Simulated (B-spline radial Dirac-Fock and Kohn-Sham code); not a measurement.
# In⁺: non-radiative channels of the 3p1/2 vacancy

System: In⁺ in the configuration [Kr] 4d10 5s1 5p1 (not the ground configuration).

Level of theory: independent-particle radiative and Coulomb Auger rates from relativistic LDA hole-state orbitals, with Dirac-Fock energies; a radial atomic solver. Kinetic energies are configuration averages from the vacuum level; the two-hole energies are estimated from single-hole states.

| transition | kinetic energy (eV) | width (meV) | share (%) |
| --- | --- | --- | --- |
| M2-M3O1 | 8.80 | 17.8 | 0.4 |
| M2-M4N1 | – | 611 | 15.3 |
| M2-M5N1 | – | 108 | 2.7 |
| M2-M4N2 | 127.6 | 602 | 15.1 |
| M2-M4N3 | 134.4 | 924 | 23.2 |
| M2-M5N2 | 134.8 | 752 | 18.8 |
| M2-M5N3 | 142.1 | 79.8 | 2.0 |
| M2-M4N4 | 203.3 | 192 | 4.8 |
| M2-M4N5 | 203.8 | 196 | 4.9 |
| M2-M5N4 | 210.4 | 18.3 | 0.5 |
| M2-M5N5 | 211.6 | 28.5 | 0.7 |
| M2-M4O1 | 225.1 | 35.6 | 0.9 |
| M2-M4O3 | 233.7 | 13.3 | 0.3 |
| M2-N1N2 | – | 40.6 | 1.0 |
| M2-N2N2 | 491.3 | 27.8 | 0.7 |
| M2-N2N3 | 499.4 | 87.8 | 2.2 |
| M2-N2N5 | 567.2 | 111 | 2.8 |
| M2-N2N4 | 568.3 | 66.2 | 1.7 |

A dash stands for an energy that rests on an unreliable hole state.

Coster-Kronig rates are the weakest part of this model and often come out 1.5 to 2.5 times too large. The listed channels hold 98 % of the non-radiative rate. Summed by principal shells, of 3.99 eV in all: MMN 88.0 %, MNN 9.3 %, MMO 2.5 %, MNO 0.2 %.

Values without a named source are computed, but for edge energies of neutral atoms, which are taken from tables.
